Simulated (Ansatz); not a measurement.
Ansatz (a quantum-chemistry and plane-wave program) input (B3LYP/6-31G*):

Ansatz 0.2 input:
```yaml
crystal:
  periodic: [false, false, false]
  atoms:
    - {symbol: C, position_ang: [-0.13704600, -0.51533600, -0.94136400]}
    - {symbol: C, position_ang: [-1.25989800, -0.60727400, 0.06419800]}
    - {symbol: Cl, position_ang: [-2.05367700, 1.18681700, 0.04823000]}
    - {symbol: C, position_ang: [1.09985500, 0.21190700, -0.43394700]}
    - {symbol: Cl, position_ang: [2.14301400, -0.80070700, 0.68655900]}
    - {symbol: H, position_ang: [0.14458900, -1.54118400, -1.21526200]}
    - {symbol: H, position_ang: [-0.38720500, 0.00380300, -1.89413200]}
    - {symbol: H, position_ang: [-2.08262900, -1.14643400, -0.42627600]}
    - {symbol: H, position_ang: [1.77630400, 0.50116700, -1.23813400]}
    - {symbol: H, position_ang: [0.81275800, 1.08300200, 0.14907100]}
basis:
  gaussian:
    orbitals: 6-31G*
hamiltonian:
  xc: {name: B3LYP}
total_charge: -1
relax: {f_tol: 0.003, max_steps: 120}
```

Output:

```
Functional definition: B3LYP
integrals: 0.04 GiB planned
1044 factors; integrals over basis functions are off by at most 3.4e-4 eV
mean field: 0.39 GiB planned
mean field evaluation 1: about -28234.4387 eV, gradient 2.9e1 eV
mean field evaluation 2: about -28232.1289 eV, gradient 3.9e1 eV
mean field evaluation 4: about -28236.6773 eV, gradient 1.8e0 eV
mean field evaluation 8: about -28236.7014 eV, gradient 5.4e-2 eV
mean field evaluation 16: about -28236.7014 eV, gradient 1.3e-5 eV
mean field -28236.70138724 eV, -1037.6796364574 hartree, gradient 1.3e-5 eV, S^2 0.000000; 0 other end points of the search recorded, 0 dependent functions left out
the calculation of the forces begins
reference -28236.70164017 eV, -1037.6796457523 hartree; 29, 29 occupied and 64, 64 virtual orbitals, 1044 factors
relax step   1: F+E_penalty+E_count = -28236.70138724 eV  Δ(F+E_penalty+E_count) = +0.000e0 eV  max|allowed force component| = 4.709e-1 eV/Å  Δτ_max = 0.0000 Å  (27 SCF iters, accepted)
these checks for a lower state are left out or cut short: starts, cluster_reference, orbital_swaps, neighbouring_geometries, increment
integrals: 0.04 GiB planned
1044 factors; integrals over basis functions are off by at most 3.4e-4 eV
mean field: 0.39 GiB planned
mean field -28236.71977820 eV, -1037.6803123127 hartree, gradient 1.3e-5 eV, S^2 0.000000; 0 other end points of the search recorded, 0 dependent functions left out
the calculation of the forces begins
reference -28236.72003197 eV, -1037.6803216387 hartree; 29, 29 occupied and 64, 64 virtual orbitals, 1044 factors
relax step   2: F+E_penalty+E_count = -28236.71977820 eV  Δ(F+E_penalty+E_count) = -1.839e-2 eV  max|allowed force component| = 2.849e-1 eV/Å  Δτ_max = 0.0277 Å  (30 SCF iters, accepted)
these checks for a lower state are left out or cut short: starts, cluster_reference, orbital_swaps, neighbouring_geometries, increment
integrals: 0.04 GiB planned
1044 factors; integrals over basis functions are off by at most 3.5e-4 eV
mean field: 0.39 GiB planned
mean field -28236.72953827 eV, -1037.6806709889 hartree, gradient 1.5e-5 eV, S^2 0.000000; 0 other end points of the search recorded, 0 dependent functions left out
the calculation of the forces begins
reference -28236.72979293 eV, -1037.6806803474 hartree; 29, 29 occupied and 64, 64 virtual orbitals, 1044 factors
relax step   3: F+E_penalty+E_count = -28236.72953827 eV  Δ(F+E_penalty+E_count) = -9.760e-3 eV  max|allowed force component| = 1.452e-1 eV/Å  Δτ_max = 0.0364 Å  (30 SCF iters, accepted)
these checks for a lower state are left out or cut short: starts, cluster_reference, orbital_swaps, neighbouring_geometries, increment
integrals: 0.04 GiB planned
1044 factors; integrals over basis functions are off by at most 3.5e-4 eV
mean field: 0.39 GiB planned
mean field evaluation 32: about -28236.7167 eV, gradient 6.7e-3 eV
mean field -28236.73142709 eV, -1037.6807404016 hartree, gradient 1.5e-5 eV, S^2 0.000000; 0 other end points of the search recorded, 0 dependent functions left out
the calculation of the forces begins
reference -28236.73168183 eV, -1037.6807497631 hartree; 29, 29 occupied and 64, 64 virtual orbitals, 1044 factors
relax step   4: F+E_penalty+E_count = -28236.73142709 eV  Δ(F+E_penalty+E_count) = -1.889e-3 eV  max|allowed force component| = 1.028e-1 eV/Å  Δτ_max = 0.0239 Å  (30 SCF iters, accepted)
these checks for a lower state are left out or cut short: starts, cluster_reference, orbital_swaps, neighbouring_geometries, increment
integrals: 0.04 GiB planned
1044 factors; integrals over basis functions are off by at most 3.5e-4 eV
mean field: 0.39 GiB planned
mean field -28236.73226417 eV, -1037.6807711637 hartree, gradient 1.4e-5 eV, S^2 0.000000; 0 other end points of the search recorded, 0 dependent functions left out
the calculation of the forces begins
reference -28236.73251888 eV, -1037.6807805243 hartree; 29, 29 occupied and 64, 64 virtual orbitals, 1044 factors
relax step   5: F+E_penalty+E_count = -28236.73226417 eV  Δ(F+E_penalty+E_count) = -8.371e-4 eV  max|allowed force component| = 2.750e-2 eV/Å  Δτ_max = 0.0109 Å  (25 SCF iters, accepted)
these checks for a lower state are left out or cut short: starts, cluster_reference, orbital_swaps, neighbouring_geometries, increment
integrals: 0.04 GiB planned
1044 factors; integrals over basis functions are off by at most 3.5e-4 eV
mean field: 0.39 GiB planned
mean field -28236.73235630 eV, -1037.6807745496 hartree, gradient 1.4e-5 eV, S^2 0.000000; 0 other end points of the search recorded, 0 dependent functions left out
the calculation of the forces begins
reference -28236.73261089 eV, -1037.6807839055 hartree; 29, 29 occupied and 64, 64 virtual orbitals, 1044 factors
relax step   6: F+E_penalty+E_count = -28236.73235630 eV  Δ(F+E_penalty+E_count) = -9.214e-5 eV  max|allowed force component| = 1.384e-2 eV/Å  Δτ_max = 0.0035 Å  (24 SCF iters, accepted)
these checks for a lower state are left out or cut short: starts, cluster_reference, orbital_swaps, neighbouring_geometries, increment
integrals: 0.04 GiB planned
1044 factors; integrals over basis functions are off by at most 3.5e-4 eV
mean field: 0.39 GiB planned
mean field -28236.73239888 eV, -1037.6807761143 hartree, gradient 2.4e-5 eV, S^2 0.000000; 0 other end points of the search recorded, 0 dependent functions left out
the calculation of the forces begins
reference -28236.73265335 eV, -1037.6807854657 hartree; 29, 29 occupied and 64, 64 virtual orbitals, 1044 factors
relax step   7: F+E_penalty+E_count = -28236.73239888 eV  Δ(F+E_penalty+E_count) = -4.258e-5 eV  max|allowed force component| = 7.496e-3 eV/Å  Δτ_max = 0.0054 Å  (23 SCF iters, accepted)
these checks for a lower state are left out or cut short: starts, cluster_reference, orbital_swaps, neighbouring_geometries, increment
integrals: 0.04 GiB planned
1044 factors; integrals over basis functions are off by at most 3.5e-4 eV
mean field: 0.39 GiB planned
mean field -28236.73244431 eV, -1037.6807777837 hartree, gradient 1.5e-5 eV, S^2 0.000000; 0 other end points of the search recorded, 0 dependent functions left out
the calculation of the forces begins
reference -28236.73269860 eV, -1037.6807871286 hartree; 29, 29 occupied and 64, 64 virtual orbitals, 1044 factors
relax step   8: F+E_penalty+E_count = -28236.73244431 eV  Δ(F+E_penalty+E_count) = -4.543e-5 eV  max|allowed force component| = 6.168e-3 eV/Å  Δτ_max = 0.0078 Å  (24 SCF iters, accepted)
these checks for a lower state are left out or cut short: starts, cluster_reference, orbital_swaps, neighbouring_geometries, increment
integrals: 0.04 GiB planned
1044 factors; integrals over basis functions are off by at most 3.5e-4 eV
mean field: 0.39 GiB planned
mean field evaluation 64: about -28236.7325 eV, gradient 2.5e-4 eV
mean field -28236.73246449 eV, -1037.6807785252 hartree, gradient 1.1e-5 eV, S^2 0.000000; 0 other end points of the search recorded, 0 dependent functions left out
the calculation of the forces begins
reference -28236.73271865 eV, -1037.6807878655 hartree; 29, 29 occupied and 64, 64 virtual orbitals, 1044 factors
relax step   9: F+E_penalty+E_count = -28236.73246449 eV  Δ(F+E_penalty+E_count) = -2.018e-5 eV  max|allowed force component| = 9.111e-3 eV/Å  Δτ_max = 0.0059 Å  (24 SCF iters, accepted)
these checks for a lower state are left out or cut short: starts, cluster_reference, orbital_swaps, neighbouring_geometries, increment
integrals: 0.04 GiB planned
1044 factors; integrals over basis functions are off by at most 3.5e-4 eV
mean field: 0.39 GiB planned
mean field -28236.73247370 eV, -1037.6807788637 hartree, gradient 1.3e-5 eV, S^2 0.000000; 0 other end points of the search recorded, 0 dependent functions left out
the calculation of the forces begins
reference -28236.73272778 eV, -1037.6807882012 hartree; 29, 29 occupied and 64, 64 virtual orbitals, 1044 factors
relax step  10: F+E_penalty+E_count = -28236.73247370 eV  Δ(F+E_penalty+E_count) = -9.210e-6 eV  max|allowed force component| = 5.053e-3 eV/Å  Δτ_max = 0.0035 Å  (24 SCF iters, accepted)
these checks for a lower state are left out or cut short: starts, cluster_reference, orbital_swaps, neighbouring_geometries, increment
integrals: 0.04 GiB planned
1044 factors; integrals over basis functions are off by at most 3.5e-4 eV
mean field: 0.39 GiB planned
mean field -28236.73247038 eV, -1037.6807787419 hartree, gradient 1.1e-5 eV, S^2 0.000000; 0 other end points of the search recorded, 0 dependent functions left out
the calculation of the forces begins
reference -28236.73272444 eV, -1037.6807880785 hartree; 29, 29 occupied and 64, 64 virtual orbitals, 1044 factors
relax step  11: F+E_penalty+E_count = -28236.73247038 eV  Δ(F+E_penalty+E_count) = +3.313e-6 eV  max|allowed force component| = 9.634e-3 eV/Å  Δτ_max = 0.0026 Å  (24 SCF iters, rejected (line search))
these checks for a lower state are left out or cut short: starts, cluster_reference, orbital_swaps, neighbouring_geometries, increment
integrals: 0.04 GiB planned
1044 factors; integrals over basis functions are off by at most 3.5e-4 eV
mean field: 0.39 GiB planned
mean field -28236.73247752 eV, -1037.6807790040 hartree, gradient 2.8e-5 eV, S^2 0.000000; 0 other end points of the search recorded, 0 dependent functions left out
the calculation of the forces begins
reference -28236.73273160 eV, -1037.6807883413 hartree; 29, 29 occupied and 64, 64 virtual orbitals, 1044 factors
relax step  12: F+E_penalty+E_count = -28236.73247752 eV  Δ(F+E_penalty+E_count) = -3.819e-6 eV  max|allowed force component| = 1.310e-3 eV/Å  Δτ_max = 0.0012 Å  (20 SCF iters, accepted)
integrals: 0.04 GiB planned
1044 factors; integrals over basis functions are off by at most 3.5e-4 eV
mean field: 0.39 GiB planned
mean field evaluation 96: about -28236.7325 eV, gradient 9.7e-4 eV
mean field -28236.73247752 eV, -1037.6807790040 hartree, gradient 2.8e-5 eV, S^2 0.000000; 1 other end points of the search recorded, 0 dependent functions left out
the calculation of the forces begins
reference -28236.73273160 eV, -1037.6807883413 hartree; 29, 29 occupied and 64, 64 virtual orbitals, 1044 factors
Total energy: -28236.73273160 eV, -1037.6807883413 hartree
Atom 0 at    -0.143029    -0.516518    -0.945092 Å, force    -0.000614    -0.000052     0.001073 eV/Å
Atom 1 at    -1.249707    -0.659359     0.086338 Å, force    -0.001310    -0.000557    -0.001267 eV/Å
Atom 2 at    -2.080369     1.211624     0.107731 Å, force    -0.000149     0.000633     0.000110 eV/Å
Atom 3 at     1.104682     0.209802    -0.443181 Å, force     0.000515     0.000330    -0.000160 eV/Å
Atom 4 at     2.129440    -0.775525     0.742566 Å, force    -0.000101    -0.000148     0.000060 eV/Å
Atom 5 at     0.144744    -1.540007    -1.244345 Å, force     0.000237     0.000223    -0.000290 eV/Å
Atom 6 at    -0.390620     0.017846    -1.893921 Å, force     0.000040     0.000312    -0.000503 eV/Å
Atom 7 at    -2.083416    -1.142835    -0.463220 Å, force     0.001065    -0.000450     0.001068 eV/Å
Atom 8 at     1.800731     0.459018    -1.250284 Å, force     0.000252    -0.000258    -0.000031 eV/Å
Atom 9 at     0.823611     1.111715     0.102352 Å, force     0.000065    -0.000033    -0.000059 eV/Å
Dipole moment:     0.896370    -0.013612    -0.530062 e Å
```

The dipole moment of an ion depends on the origin.

The geometry given is a B3LYP-D3(BJ)/def2-TZVP minimum.
